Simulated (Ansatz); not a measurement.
Gas-phase reaction in SMILES: FOF → F atom + [O]F (the F-O bond at the site shown breaks; other sites are not compared here)
Structures are relaxed separately at B3LYP-D3(BJ)/def2-TZVP in Ansatz (a program for electronic structure). Unstable Hartree-Fock reference: FOF.

Quantity: bond dissociation energy (electronic energy difference), in kJ/mol. Correlated levels leave the core frozen unless marked. UHF or UKS for open shells. No spin-orbit coupling. No relativistic terms. CBS marks a two-point X^-3 extrapolation of the correlation energy; Hartree-Fock from the larger set.

| level | program | bond dissociation energy (kJ/mol) |
|---|---|---|
| HF/6-31G | Ansatz | -158.6 |
| PBE/def2-TZVPD | Ansatz | 214.8 |
| PBE-D4/def2-TZVPD | Ansatz + dftd4 | 215.9 |
| revPBE-D4/def2-TZVPD | Ansatz + dftd4 | 191.9 |

Q: Predict the CCSD(T)/CBS(cc-pVTZ,cc-pVQZ) result (Ansatz).

A: 169.0 kJ/mol, so revPBE-D4/def2-TZVPD differs from it by 22.9 kJ/mol.
